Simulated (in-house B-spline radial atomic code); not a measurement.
## wB97X excitations of K⁷⁺

Method: wB97X. Computed with a B-spline radial code for spherical atoms: linear response of the closed shell [Ne] 3s2 with the functional's adiabatic kernel; scalar-relativistic (spin-free one-electron X2C), finite nucleus, no spin-orbit coupling, no double excitations, S, P, D and F terms only.

Command:
```bash
python run_td.py task.json out
```
Settings (radii: box in bohr, nucleus in fm):
```
Z                        19
electrons                12
configuration            [Ne] 3s2
hamiltonian              x2c
method                   wb97x
box_radius               12.81
rms_radius               3.4349
intervals                71
```

Cost of the run: 1 s on 1 thread of Arm Neoverse N1, with other jobs on the host.

The lowest states, in the order of their Tamm-Dancoff energies; the method's threshold (minus the highest occupied level) is 150.67 eV. Labels give the largest channel, * marks a mixed state, and oscillator strengths are full-response dipole values. Semilocal kernels can invert the small singlet-triplet splittings of Rydberg terms. Energies in eV:

| state | full response | Tamm-Dancoff | oscillator strength |
| --- | --- | --- | --- |
| 3s → 3p 3P | 15.786 | 16.121 | - |
| 3s → 3p 1P | 24.024 | 24.806 | 1.1 |
| 3s → 3d 3D | 43.78 | 43.89 | - |
| 3s → 3d 1D | ? | ? | - |
| 3s → 4s 3S | 78.14 | 78.17 | - |
| 3s → 4s 1S | 79.64 | 79.69 | - |
| 3s → 4p 3P | 84.90 | 84.93 | - |
| 3s → 4p 1P | 85.52 | 85.57 | 0.229 |
| 3s → 4d 3D | 94.15 | 94.18 | - |
| 3s → 4d 1D | ? | ? | - |

Where does 3s → 3d 1D lie?

At 46.97 eV in full response, 46.98 eV in Tamm-Dancoff.

Where does 3s → 4d 1D lie?

At 94.59 eV in full response, 94.62 eV in Tamm-Dancoff.

How large is the singlet-triplet splitting of 3s → 3p (P terms) in Tamm-Dancoff?

8.69 eV, from the unrounded values.

What polarisabilities and dispersion coefficient does the method give?

Dipole 1.474 bohr³, quadrupole 1.014 bohr⁵, C6 1.552 hartree·bohr⁶ for two such species.
